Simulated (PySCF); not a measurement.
**Unknown compound**

Molecular formula: C6H15AlO3. Simulated spectra:

1H NMR (600 MHz, computed): δ 3.83 (q, 6H), 1.21 (t, 9H).

13C{1H} NMR (computed): δ 61.9 (CH2), 22.7 (CH3).

[PySCF 2.14.0 with density-fitted response routines: PBE0/pcSseg-1 with gauge-including orbitals; structure optimised with PBE0-D3(BJ)/def2-SVP; equivalent nuclei averaged; one conformer; in vacuum; no relativistic terms]

Chemical shifts δ = σref − σ; TMS for 1H (σ = 31.27 ppm) and 13C (σ = 184.41 ppm), all at this level.

Question: Deduce the structure.

Answer: 
2 carbon signals for 6 carbons: some carbons are equivalent by symmetry or fast rotation. Carbon types of the structure: 3 × CH2, 3 × CH3, which accounts for all hydrogens. δC 61.9: sp3 CH2 bonded to O; pulled downfield by the heteroatom. δC 22.7: methyl carbon; aliphatic region, no heteroatom directly attached. δH 3.83: hydrogen on an sp3 CH2 bonded to O; its carbon carries O, which withdraws density. δH 1.21: hydrogen on a methyl carbon.

These data were computed for SMILES CC[O][Al]([O]CC)[O]CC.

The shifts were computed for this structure.

Shifts are as computed. Against solution values, carbons near 30 ppm lie about +2 ppm off and those near 130 ppm about +5 ppm. Of 1211 compounds with measured shifts, 218 miss one by over three times the rms of a fit or turn the order of signals round; such compounds aren't used in these exercises. Multiplicities follow the n + 1 count of equivalent neighbours, as no J values were calculated; m marks all less simple cases, F and P coupling included.
